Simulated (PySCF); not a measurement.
# How methods differ on the ionisation energy of La⁵²⁺

La⁵²⁺ [He] 2s2 2p1 [2p1/2^1, M_J = 1/2] → La⁵³⁺ [He] 2s2, as a difference of total energies. All numbers are calculated (PySCF 2.14, the two-component X2C-1e Hamiltonian, in an even-tempered Gaussian basis (17 s from 32 bohr⁻², ratio 2.4; 12 p from 42 bohr⁻², ratio 2.4; 5 d from 130 bohr⁻², ratio 2.6; 4 f from 200 bohr⁻², ratio 2.6)). Correlated levels: nothing frozen; the 26 highest virtual spinors dropped. "Screened" scales the spin-orbit matrix elements by Boettger's factors to mimic the two-electron term; Breit and QED terms are absent.

| method | ionisation energy (eV) |
| --- | --- |
| GHF (spin-free) | 10114.9 |
| GMP2 (spin-free) | 10114.2 |
| GHF (screened spin-orbit) | 10436.3 |
| GMP2 (screened spin-orbit) | 10434.4 |

For this ion Breit and QED terms and the two-electron picture change, all absent here, outweigh the correlation shift from GHF to GMP2.

The spin-free rows lack the spin-orbit shift.

For comparison: 10426 ± 4 eV (theoretical estimate listed by NIST; NIST Atomic Spectra Database, ionization energies).
